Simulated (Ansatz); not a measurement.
`S[CH2][SbH2]` + `NC=O` → `O=C[NH][SbH2]` + CH₃SH at 600 K and 1 bar (ligand exchange at the Sb–C bond).

Isolated molecules relaxed with PBE0-D4/def2-TZVP in Ansatz; ΔE leaves out vibrations. CCSD(T)/CBS is the MP2 limit (def2-TZVPP, def2-QZVPP) plus CCSD(T) − MP2 in def2-TZVPP, frozen cores. This one scheme is used for every species. Elements past krypton have def2 core potentials. For Sb outer-core shells are correlated without core-valence functions, which leaves a few kJ/mol of doubt a bond. Each species was taken in one conformer, which may not be the lowest.

```tsv
species	CCSD(T)/CBS energy (Eh)	H − E (kJ/mol)	S (J/(mol·K))
`S[CH2][SbH2]`	-678.82327	180.2	404.1
`NC=O`	-169.73435	152.2	302.2
`O=C[NH][SbH2]`	-410.33905	178.4	396.4
CH₃SH	-438.22835	152.3	296.8
```

H − E and S are ideal-gas, rigid-rotor, harmonic terms from PBE0-D4/def2-TZVP, for one conformer and one mirror image of each species. 1 Eh = 2625.50 kJ/mol, R = 8.31446 J/(mol·K).

**Question.** By hand: ΔE, ΔH, ΔS and ΔG.

**Answer.** ΔE = (-410.33905) + (-438.22835) − (-678.82327) − (-169.73435) = -0.00978 Eh = -25.7 kJ/mol. Δ(H − E) = 178.4 + 152.3 − 180.2 − 152.2 = -1.7, so ΔH = -27.4 kJ/mol. ΔS = 396.4 + 296.8 − 404.1 − 302.2 = -13.1 J/(mol·K). ΔG = -27.4 − 600 × (-13.1)/1000 = -19.5 kJ/mol.

**Question.** By hand: the equilibrium constant, and the temperature at which ΔG would vanish if ΔH and ΔS stayed fixed.

**Answer.** log₁₀ K = −ΔG/(RT ln 10) = 1.7. ΔG = 0 at ΔH/ΔS = 2092 K, though so small a ΔS makes that figure unsure.

The number of gas molecules stays the same, so ΔS is small and ΔH decides. A doubt of 5 kJ/mol in ΔE shifts log₁₀ K by 0.4 here. Other conformers and mirror images would add mixing entropy, several J/(mol·K) or more a flexible species. These are equilibria of isolated gas molecules and say nothing of rates. Largest T1 diagnostic: 0.017 (customary marks: 0.02 for closed shells, 0.045 for open ones).
